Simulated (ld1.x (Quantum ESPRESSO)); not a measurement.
## Pseudopotential generation for B: RRKJ, PW91, scalar-relativistic.

boron (B), norm-conserving RRKJ (Kleinman–Bylander form), made with ld1.x (Quantum ESPRESSO) 7.5 (PW91, scalar-relativistic). Core [He], reference 2s2 2p1. Waves: 2s (bound): rc 1.30 bohr; 2p (bound): rc 3.75 bohr; 3d channel at -0.2 Ry: rc 3.80 bohr. Local part: the d channel. Core correction: Bessel-smoothed model core inside 0.80 bohr.

Question: Estimate the cutoffs (Ry, on a coarse ladder) from which the occupation-weighted sum of valence levels, in a spherical-Bessel basis at the reference potential, stays within 10 and 1 mRy of its value at 400 Ry.

Answer: 30 Ry and 45 Ry.

Question: Does the potential have ghost states?

Answer: No extra level below or beside the all-electron valence levels (s, p, d, f tested).

Question: Which valence shell sets the plane-wave cutoff?

Answer: 2s: its level needs 40 Ry to come within 1 mRy, against 10 Ry for 2p.

Question: Tests: 2s2 2p0; 2s1 2p0; 2s2 2p0.5; 2s1 2p1; 2s0 2p3; 2s1 2p2; 2s2 2p1.3. Which has the largest error in its energy relative to the reference configuration, and how large is it?

Answer: 2s1 2p0, with +799 meV (all-electron minus pseudo) on +33.74 eV.
